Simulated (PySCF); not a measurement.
Ta(Cl)4(SH) (Cl₄HSTa), SMILES [SH][Ta]([Cl])([Cl])([Cl])[Cl], multiplicity 1. Atoms are numbered in the order given.

```xyz
7

Ta    -0.0590     0.0053     0.0000
Cl    -1.2015     0.0646     1.9802
Cl     0.0584    -2.3092     0.0000
Cl     0.2682     2.3089     0.0000
Cl    -1.2015     0.0646    -1.9802
S      2.3094    -0.2283     0.0000
H      2.6578     1.0778     0.0000
```
Charge 0, spin multiplicity 1.

The structure is a stationary point at PBE0-D3(BJ)/def2-SVP. The multiplicity is an assumed one; no other spin state was optimised. The structure was generated by enumeration; whether it is a known compound was not checked. The def2 effective core potentials stand for the cores of Ta; spin–orbit coupling is left out. The values are those of a single conformer.

Level of theory: B3LYP/def2-TZVP (PySCF).

ESP charges are fitted to the potential on shells at 1.4 to 2.0 van der Waals radii. Atomic charges (e):

```tsv
atom	Mulliken	ESP fit
Ta1	?	0.35
Cl2	?	-0.05
Cl3	?	-0.08
Cl4	?	-0.14
Cl5	?	-0.05
S6	?	-0.21
H7	?	0.19
```

**Question.** Some entries are withheld; supply them. (Estimate from the structure and the level; the computed values follow.)

**Answer.** 
- Ta1, Mulliken: 1.13
- Cl2, Mulliken: -0.24
- Cl3, Mulliken: -0.25
- Cl4, Mulliken: -0.28
- Cl5, Mulliken: -0.24
- S6, Mulliken: -0.29
- H7, Mulliken: 0.17
